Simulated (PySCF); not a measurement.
C2H7OSi, SMILES C[SiH](C)[O], multiplicity 2.

The structure is a stationary point at B3LYP-D3(BJ)/def2-SVP. The geometry has at least one imaginary mode, so it is a saddle point at that level. The isomer is the one that the SMILES or the coordinates give; other isomers of the formula were not compared.

Computed with TDA-PBE/def2-SVPD in PySCF.

Vertical excitations. Gas-phase values at a fixed geometry.

Task: List the lowest excited states. (The exact figures need the calculation; the answer reports its results.)

Result: 
```json
[
 {"state": "root 1", "energy (eV)": "0.39", "λ (nm)": "3200", "f": "0.001", "main pairs": "β HOMO→LUMO 99 %"},
 {"state": "root 2", "energy (eV)": "2.16", "λ (nm)": "573", "f": "0.002", "main pairs": "β HOMO−1→LUMO 86 %, β HOMO−3→LUMO 13 %"},
 {"state": "root 3", "energy (eV)": "2.43", "λ (nm)": "511", "f": "0.008", "main pairs": "β HOMO−3→LUMO 86 %, β HOMO−1→LUMO 13 %"},
 {"state": "root 4", "energy (eV)": "2.95", "λ (nm)": "421", "f": "0.050", "main pairs": "β HOMO−2→LUMO 93 %"},
 {"state": "root 5", "energy (eV)": "4.09", "λ (nm)": "303", "f": "0.000", "main pairs": "β HOMO−4→LUMO 95 %"},
 {"state": "root 6", "energy (eV)": "4.27", "λ (nm)": "290", "f": "0.040", "main pairs": "β HOMO−5→LUMO 92 %"},
 {"state": "root 7", "energy (eV)": "4.49", "λ (nm)": "276", "f": "0.002", "main pairs": "β HOMO−6→LUMO 98 %"},
 {"state": "root 8", "energy (eV)": "4.63", "λ (nm)": "268", "f": "0.007", "main pairs": "β HOMO−7→LUMO 98 %"},
 {"state": "root 9", "energy (eV)": "6.05", "λ (nm)": "205", "f": "0.030", "main pairs": "β HOMO−8→LUMO 99 %"},
 {"state": "root 10", "energy (eV)": "6.33", "λ (nm)": "196", "f": "0.008", "main pairs": "β HOMO→LUMO+1 97 %"}
]
```
Unrestricted roots are not spin-pure.
